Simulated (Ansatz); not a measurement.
Ansatz (a quantum-chemistry and plane-wave program) input:

Ansatz 0.2 input:
```yaml
crystal:
  periodic: [false, false, false]
  atoms:
    - {symbol: Si, position_ang: [0.11899540, 0.42843204, 0.24751349]}
    - {symbol: C, position_ang: [1.70142030, -0.50950376, -0.00617990]}
    - {symbol: C, position_ang: [-1.31907834, -0.57338731, -0.52381485]}
    - {symbol: O, position_ang: [-0.18199731, 0.76305734, 1.81106574]}
    - {symbol: O, position_ang: [0.16733854, 1.93617543, -0.36165230]}
    - {symbol: H, position_ang: [2.02106423, -1.29820283, 0.65149846]}
    - {symbol: H, position_ang: [2.28006616, -0.43660053, -0.90985957]}
    - {symbol: H, position_ang: [-1.16133178, -0.75483240, -1.58235351]}
    - {symbol: H, position_ang: [-2.25604370, -0.03450154, -0.41644644]}
    - {symbol: H, position_ang: [-1.43723140, -1.54043275, -0.04503181]}
    - {symbol: H, position_ang: [-0.27750343, 0.05665588, 2.44086359]}
    - {symbol: H, position_ang: [0.31720876, 2.07180288, -1.29109974]}
basis:
  gaussian:
    orbitals: def2-TZVP
hamiltonian:
  xc: b3lyp
  dispersion: d3bj
magnetization: {spin_polarized: true, initial_magnetization: 1}
relax: {f_tol: 0.002, max_steps: 150}
```

Q: Predict the final energy.

A: -520.58262 Eh (B3LYP-D3(BJ)/def2-TZVP). The basis has 203 functions.

It need not be the lowest isomer of its formula.
